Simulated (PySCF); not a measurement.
# Computed properties of C₂H₆OSi₂, SMILES O[Si@@H]1C=C[SiH2]1

C2H6OSi2, SMILES O[Si@@H]1C=C[SiH2]1. Geometry: B3LYP-D3(BJ)/def2-SVP. The structure was generated by enumeration; whether it is a known compound was not checked. Other conformers were not sampled. All values are computed for the isolated molecule unless a solvent is named; none is compared with measurement here.

**Structure.** All 27 harmonic modes at B3LYP-D3(BJ)/def2-SVP (PySCF) are real, so it is a minimum. With heavy atoms numbered as in [OH:1][Si@@H:2]1[CH:3]=[CH:4][SiH2:5]1, the shortest bond between them is C3–C4 at 1.359 Å and the longest Si2–Si5 at 2.358 Å.

**Vibrations.** The strongest infrared lines (harmonic, unscaled, degenerate partners summed) lie at 888 cm⁻¹ (330 km/mol, H 42 %, Si 32 %, O 23 %), 2236 cm⁻¹ (141 km/mol, H 97 %), 2190 cm⁻¹ (124 km/mol, H 97 %). The softest mode is at 130 cm⁻¹ and the zero-point energy is 45.3 kcal/mol.

**Electronic structure.** HF/def2-TZVP (PySCF) places the frontier levels at -10.08 and 2.72 eV, a gap of 12.80 eV, and gives a dipole moment of 1.60 D and a mean polarisability of 73.0 bohr³. PBE/def2-TZVP (PySCF) at the same geometry gives -6.25 and -1.92 eV, so its gap is 8.47 eV narrower. An orbital gap is neither the optical nor the fundamental gap.

**Excitations.** TDA-B3LYP/def2-SVPD (PySCF) has S1 at 5.00 eV (248 nm, f = 0.001, dark); the most intense of the 10 singlets computed lies at 6.97 eV (f = 0.07). T1 (TDA) is at 4.23 eV, 0.77 eV under S1. TDA-PBE/def2-SVPD (PySCF) puts S1 at 4.44 eV. No vertical singlet excitation falls in the visible range (under 3.1 eV).

**NMR.** GIAO shifts at B3LYP/pcSseg-1 (PySCF) (non-relativistic, atoms alike by connectivity averaged): ¹³C from 172.8 to 182.9 ppm against TMS; ¹H from 1.6 to 8.0 ppm against TMS; ²⁹Si from -38.6 to 1.4 ppm against TMS.

**Solvation.** SMD-B3LYP/6-31G* (PySCF) gives -2.0 kcal/mol in water, -2.7 kcal/mol in N,N-dimethylformamide, -4.6 kcal/mol in 2-propanol (1 M in both phases, gas-phase geometry); of these solvents 2-propanol holds the molecule best.
